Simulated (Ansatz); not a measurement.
Problem. Name a neutral molecule of Al, F, N, Si and H with LUMO energy (PBE0/def2-TZVPP) between -1.85 and -1.55 eV and LUMO energy (B3LYP/def2-TZVPP) between -2.00 and -1.70 eV (Ansatz, PBE0-D4/def2-TZVP geometry).

Solution. `[F][Al]1[NH][SiH2]1` (-1.56 eV, -1.79 eV); `F[SiH2][AlH][NH][SiH3]` (-1.75 eV, -1.91 eV). Other molecules can fit too; these were computed, each in one conformer that needn't be the lowest.

B3LYP here is the variant with VWN-RPA as its local correlation; programs differ in this.
